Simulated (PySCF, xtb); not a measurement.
CHBClNO₂, SMILES C(=NB(O)Cl)=O.

xtb with GFN2-xTB at its own geometry gives an orbital gap of 4.90 eV and a dipole moment of 2.48 D.

The structure is a stationary point at TPSSh-D3(BJ)/def2-SVP. The structure was generated by enumeration, and PubChem lists no compound with its InChIKey, so it may never have been made. The values are those of a single conformer.

### Question
What does PBE/def2-TZVP in PySCF give? (An estimate is asked for; the answer gives what the named calculation found.)

### Answer
gap 5.64 eV (levels -7.51 and -1.87 eV), dipole 2.20 D.
